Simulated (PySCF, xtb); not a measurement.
In(F)(Cl)(vinyl) (C2H3ClFIn), SMILES [F][In]([Cl])[CH]=C. One conformer was computed; it need not be the lowest.

Harmonic wavenumbers (cm⁻¹) from xtb with GFN2-xTB at its own minimum, in rising order: 43, 57, 93, 95, 233, 286, 339, 425, 434, 883, 925, 984, 1120, 1363, 1654, 3014, 3044, 3053.

Problem. What does PBE-D3(BJ)/def2-SVP in PySCF give at its own minimum? (Estimate from the structure and the level; the computed values follow.)

Solution. 52, 67, 122, 127, 260, 351, 450, 498, 591, 949, 950, 987, 1184, 1361, 1600, 3043, 3106, 3139. Paired by order, the mean absolute difference is 50 cm⁻¹ and the zero-point energies are 25.8 and 26.9 kcal/mol.
